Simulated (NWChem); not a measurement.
# ZnS; SMILES [S]=[Zn]

```xyz
2

Zn     0.0000     0.0000    -0.7152
S      0.0000     0.0000     1.3410
```
Atoms are numbered in this order, from 1.

Computed with NWChem. Pople sets run with spherical d functions. Coordinates come from a PBE0-D3(BJ)/def2-TZVP optimisation. Vzz is the largest principal value of the second derivative of the potential at the nucleus (NWChem prints the opposite sign); η is the asymmetry. Non-relativistic.

For level CAM-B3LYP/6-31G*:

```yaml
Vzz Zn1 (a.u.): 0.853
Vzz S2 (a.u.): 3.040
```

Question: Estimate the same quantities for level Hartree-Fock/def2-SVP.

Answer: The vzz Zn1 (a.u.) is 0.375 and the vzz S2 (a.u.) is 3.111.
